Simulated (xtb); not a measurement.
Si(F)(OH)2(SeH) (FH3O2SeSi), SMILES O[Si](F)(O)[SeH]. All values are semi-empirical tight-binding results from xtb (GFN2-xTB unless named), good for trends rather than for accurate numbers. Geometry: GFN2-xTB. The structure was generated by enumeration, and PubChem lists no compound with its InChIKey, so it may never have been made. Other conformers were not sampled.

```
Item                                                   Value
---------------------------------------------  -------------
orbital gap                                          4.75 eV
zero-point energy                              23.4 kcal/mol
G − E(el) at 298.15 K (modified RRHO)           2.4 kcal/mol
static polarisability (D4 model)                  74.3 bohr³
solvation energy, GFN2-xTB/ALPB(water)         -9.8 kcal/mol
solvation energy, GFN2-xTB/ALPB(acetonitrile)  -8.6 kcal/mol
```
